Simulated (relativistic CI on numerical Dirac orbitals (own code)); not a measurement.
# Radial parameters of Cd XX

Calculated at this level of theory: Dirac-Coulomb-Breit CI, separate exchange-only KLI orbitals for each configuration, QED by a radiative potential, unscaled Slater integrals (own radial code, finite nucleus).

Slater integrals F^k, G^k are unscaled and averaged over j, outside the closed core [Ar]; ζ comes from projecting the Hamiltonian with its Breit term on Σ l·s of the shell.

- 3d10 4p: ζ(4p) = 48849 cm⁻¹; <r>(4p) = 0.7839, <r^2>(4p) = 0.693 (bohr units).
- 3d10 4d: ζ(4d) = 5407.5 cm⁻¹; <r>(4d) = 0.814, <r^2>(4d) = 0.7559 (bohr units).
- 3d10 4f: ζ(4f) = 294.28 cm⁻¹; <r>(4f) = 0.8144, <r^2>(4f) = 0.7493 (bohr units).

Averages of the first 10 configurations, taken without configuration mixing, which lowers the lowest level and can move excited configurations by several eV; other configurations of the list can lie among them:

```tsv
Configuration	Parity	States	Average energy above the lowest level (eV)
3d10 4s	even	2	0.0
3d10 4p	odd	6	47.0
3d10 4d	even	10	117.8
3d10 4f	odd	14	188.1
3d10 5s	even	2	233.1
3d10 5p	odd	6	254.4
3d10 5d	even	10	286.3
3d10 5f	odd	14	316.9
3d10 5g	even	18	326.5
3d10 6s	even	2	342.4
```
